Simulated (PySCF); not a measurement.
CH₃AlClFS.

```xyz
8

Al     0.2839    -0.3915     0.0000
Cl    -0.4562    -2.3366     0.0000
F      1.9270    -0.1456     0.0000
S     -1.0082     1.3259     0.0000
C      0.2375     2.6737     0.0000
H      1.2642     2.2862     0.0000
H      0.0816     3.2891     0.8956
H      0.0816     3.2891    -0.8956
```
Charge 0, spin multiplicity 1.

The structure is a stationary point at PBE0-D3(BJ)/def2-SVP. The structure was generated by enumeration; whether it is a known compound was not checked. The values are those of a single conformer.

Calculation: HF/pcSseg-1 run with PySCF. Non-relativistic, no solvent.

Computed absolute GIAO shielding of each atom: isotropic value and principal components (ppm):
```tsv
atom	σ(iso)	σ11	σ22	σ33	span
Al1	459.4	412.1	414.1	552.0	139.9
Cl2	1015.1	950.6	979.2	1115.4	164.8
F3	375.7	312.8	382.0	432.4	119.6
S4	774.9	695.7	721.9	907.0	211.4
C5	181.9	173.6	176.0	196.0	22.4
H6	29.5	21.9	30.2	36.3	14.4
H7	29.5	23.2	26.8	38.6	15.4
H8	29.5	23.2	26.8	38.6	15.4
```
